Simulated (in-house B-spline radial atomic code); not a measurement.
A fraction x of an electron is removed from 4p in Ru4+, starting from [Kr] 4d4 and keeping the highest spin. All numbers are computed (scalar-relativistic (X2C) B97-1, spin-polarised, spherical fractional occupations; Fermi nucleus of rms radius 4.4809 fm) with a radial B-spline atomic code at the basis-set limit, not measured.

Caution: exact exchange at fractional occupations of open shells leaves self-interaction of up to several eV.

```tsv
x	E(x) - E(0) (eV)	4p down level (eV)
0	0.0000	-96.594
0.11	10.7183	-98.286
0.25	24.6297	-100.451
0.28	27.6502	-100.916
0.45	?	?
0.5	50.2288	-104.348
0.52	52.3189	-104.662
0.69	70.3385	-107.336
0.86	?	?
0.9	93.2278	-110.662
1	104.3735	-112.253
```

**Question.** What belongs in the row x = 0.45?

**Answer.** An energy change of 45.0310 eV; 4p down at -103.566 eV.

**Question.** What belongs in the row x = 0.86?

**Answer.** An energy change of 88.8141 eV; 4p down at -110.026 eV.

**Question.** Check Janak's theorem between x = 0.11 and 0.25.

**Answer.** The slope of the energy is 99.37 eV; the orbital levels give 99.37 eV (-ε of the emptying orbital, averaged over the two points).
